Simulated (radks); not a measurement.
Values are calculated unless marked as measured or tabulated.
Coulomb parameter of the 4d shell of the technetium ion Tc2+ in the model configuration [Kr] 4d4 5s1, as a second difference U = [E(n + 0.25) + E(n - 0.25) - 2 E(n)] / (0.25)^2 with all orbitals relaxed. "Bare": the charge of the atom changes with n. "Screened": the 5s shell takes up the change at fixed total charge, which measures U(4d,4d) + U(5s,5s) - 2 U(4d,5s). Level of theory: scalar-relativistic Kohn-Sham, PBE, spin-unpolarised, spherical densities, finite nucleus; Fermi nuclear charge, rms radius 4.4112 fm (a radial shooting solver on a logarithmic mesh with Libxc functionals).

case,configuration,E - E(n) (eV)
start,[Kr] 4d4 5s1,0.000
bare +0.25,[Kr] 4d4.25 5s1,-6.035
bare -0.25,[Kr] 4d3.75 5s1,6.809
screened +0.25,[Kr] 4d4.25 5s0.75,-1.378
screened -0.25,[Kr] 4d3.75 5s1.25,1.485

U(bare) = 12.374 eV, U(screened by 5s) = 1.706 eV, against the Slater integral F0(4d,4d) = 15.839 eV with frozen orbitals.
